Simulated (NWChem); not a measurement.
# Basis-set convergence for HBrPb

```xyz
3

Pb    -0.5357     0.5680     0.0000
H      0.7632     1.9002     0.0000
Br     1.2332    -1.3849     0.0000
```
Charge 0, spin multiplicity 1.

Program: NWChem. Structure: optimised with PBE0/def2-SVP with def2 effective core potentials on Pb, a minimum by its harmonic frequencies.

Quantity: vertical ionisation energy at the level ΔMP2 (Δ: difference of total energies, the cation a doublet at the parent's geometry with its hole in an orbital of symmetry a' (Cs labels); it is the state that the SCF runs reached, from PBE0 orbitals for Hartree-Fock references, and need not be the lowest).

Effective core potentials replace the inner electrons of Pb; spin-orbit coupling is left out. The correlated methods keep 13 core orbitals frozen. The structure started from a generated list of species. The stability of the SCF solutions was not checked. Open-shell Hartree-Fock references start from PBE0 orbitals; any time given for them includes that run.

Relative cost: rough, from shared machines, SCF included, def2-SVP = 1.

| basis | functions | vertical ionisation energy (eV) | relative cost |
|---|---|---|---|
| def2-SVP | 63 | (withheld) | 1 |
| def2-SVPD | 81 | (withheld) | under 3 |
| def2-TZVP | 104 | 9.26 | 3 |
| def2-TZVPP | 112 | 9.31 | 4 |
| def2-TZVPD | 122 | 9.29 | 5 |
| def2-QZVP | 187 | (withheld) | 50 |

### Question
Fill in the missing entries.

### Answer

- def2-SVP, vertical ionisation energy (eV): 9.00
- def2-SVPD, vertical ionisation energy (eV): 9.12
- def2-QZVP, vertical ionisation energy (eV): 9.41
